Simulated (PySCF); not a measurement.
Sn(OH)(OMe) (CH4O2Sn), SMILES [Sn]([O]C)[OH] (connectivity only; charge and spin as stated), neutral, multiplicity 1. Atoms are numbered in the order given.

```xyz
8

Sn    -0.0893     0.1511     0.6416
O     -1.4117     0.8947    -0.6800
H     -1.3095     0.6180    -1.6021
O      1.0674    -0.8645    -0.6635
C      0.9550    -0.9270    -2.0553
H      0.4960    -0.0210    -2.5057
H      1.9554    -1.0382    -2.5132
H      0.3485    -1.7955    -2.3815
```

The structure is a stationary point at B3LYP-D3(BJ)/def2-SVP. The def2 effective core potentials stand for the cores of Sn; spin–orbit coupling is left out. The values are those of a single conformer.

The numbers are results of B3LYP-D3(BJ)/def2-SVP (PySCF 2.14.0), not measurements.

Frequencies are harmonic and unscaled.

| mode | ν (cm⁻¹) | IR (km/mol) | moving atoms (share of kinetic energy) |
|---|---|---|---|
| 1 | 50 | 0.5 | H 84 %, O 11 % |
| 2 | 134 | 5.9 | O 59 %, H 22 %, C 14 % |
| 3 | 172 | 7.2 | O 43 %, H 32 %, C 23 % |
| 4 | 253 | 17.0 | O 47 %, C 21 %, H 18 %, Sn 13 % |
| 5 | 374 | 126.0 | H 89 %, O 11 % |
| 6 | 504 | 69.4 | O 66 %, Sn 14 %, C 12 % |
| 7 | 587 | 83.3 | O 87 %, Sn 11 % |
| 8 | 695 | 60.6 | H 91 % |
| 9 | 1120 | 219.2 | O 46 %, C 43 %, H 11 % |
| 10 | 1168 | 1.8 | H 77 %, C 19 % |
| 11 | 1184 | 18.0 | H 68 %, C 21 %, O 11 % |
| 12 | 1468 | 6.9 | H 96 % |
| 13 | 1468 | 35.2 | H 88 %, C 10 % |
| 14 | 1475 | 5.8 | H 96 % |
| 15 | 2941 | 103.1 | H 97 % |
| 16 | 3004 | 78.3 | H 91 %, C 9 % |
| 17 | 3042 | 52.8 | H 91 %, C 9 % |
| 18 | 3816 | 32.5 | H 94 % |
